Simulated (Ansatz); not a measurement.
Two isomers of CH7FO2Si2: A = `O[SiH](O)C[SiH2]F`, B = `C[Si@H](O)[Si@H](O)F`.

Computed with Ansatz on PBE0-D4/def2-TZVP structures; ΔE is electronic, products minus reactants. CBS: MP2 limit from def2 TZ/QZ plus the TZ coupled-cluster correction, frozen cores. DFT in def2-TZVPP. B3LYP here is the variant with VWN-RPA as its local correlation; programs differ in this. One conformer a species, not always the lowest.

Which is lower in electronic energy at CCSD(T)/CBS, and by how much? (Best estimate.)

The calculation gave: A, by 10.5 kcal/mol.

Give E(B) − E(A) in kcal/mol with CCSD/def2-TZVPP, HF/def2-TZVPP, B2PLYP, B3LYP-D4, B3LYP, PBE-D4, r2SCAN-D4. (An estimate is asked.)

The calculation gave: CCSD/def2-TZVPP 10.8, HF/def2-TZVPP 11.1, B2PLYP 9.7, B3LYP-D4 8.8, B3LYP 8.1, PBE-D4 6.4, r2SCAN-D4 9.4. None reverses the order clearly.

Largest T1 diagnostic: 0.012.

From PBE to PBE0 (25 % exact exchange), in def2-TZVPP and without D4, E(B) − E(A) moves by +1.7 kcal/mol. The D4 term adds +0.7 kcal/mol with B3LYP and +0.4 kcal/mol with PBE0; it sums over pairs of atoms, weighted by their polarisabilities, and B3LYP, whose exchange is more repulsive, gets the larger term.
